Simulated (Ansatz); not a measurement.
Computed with Ansatz on PBE0-D4/def2-TZVP structures; ΔE is electronic, products minus reactants. CCSD(T)/CBS adds triple-zeta CCSD(T) − MP2 to the extrapolated MP2 energy (def2 sets, frozen cores). Functionals use def2-TZVPP. B3LYP here is the variant with VWN-RPA as its local correlation; programs differ in this. No spin–orbit coupling; open shells (•) take unrestricted orbitals. One conformer a species, not always the lowest.

Consider the homolysis of the Si–Si bond: `O[SiH](Cl)[SiH](Cl)Cl` → `Cl[SiH]Cl`• + `O[SiH]Cl`•.

| level | ΔE (eV) | difference from CCSD(T)/CBS |
| --- | --- | --- |
| PBE-D4 | 3.18 | -0.29 |
| r2SCAN-D4 | 3.10 | -0.37 |
| PBE0-D4 | 3.26 | -0.21 |
| B3LYP-D4 | 3.21 | -0.26 |
| ωB97X-V | 3.46 | -0.01 |
| ωB97M-V | 3.43 | -0.04 |
| B2PLYP | 3.16 | -0.31 |
| PBE | 3.03 | -0.44 |
| r2SCAN | 3.06 | -0.41 |
| PBE0 | 3.13 | -0.34 |
| B3LYP | 2.98 | -0.49 |
| HF/def2-TZVPP | 2.44 | -1.03 |
| MP2/def2-TZVPP | 3.38 | -0.09 |
| SCS-MP2/def2-TZVPP | 3.38 | -0.09 |
| CCSD/def2-TZVPP | 3.28 | -0.19 |
| CCSD(T)/def2-TZVPP | 3.34 | -0.13 |
| HF/def2-QZVPP | 2.42 | -1.05 |
| MP2/def2-QZVPP | 3.44 | -0.03 |
| SCS-MP2/def2-QZVPP | 3.46 | -0.01 |
| HF/CBS(def2) | 2.41 | -1.06 |
| MP2/CBS(def2) | 3.50 | 0.03 |
| CCSD/CBS(def2) | 3.40 | -0.07 |
| CCSD(T)/CBS | 3.47 | 0 |

Largest T1 diagnostic among the species: 0.014.

The D4 term adds +0.23 eV with B3LYP and +0.13 eV with PBE0; it sums over pairs of atoms, weighted by their polarisabilities, and B3LYP, whose exchange is more repulsive, gets the larger term. From PBE to PBE0 (25 % exact exchange), in def2-TZVPP and without D4, ΔE moves by +0.10 eV. In def2-TZVPP, CCSD(T) changes the Hartree–Fock value by +0.91 eV (the triples alone add +0.06 eV) and MP2 by +0.94 eV; breaking electron pairs costs correlation energy, which Hartree–Fock lacks.
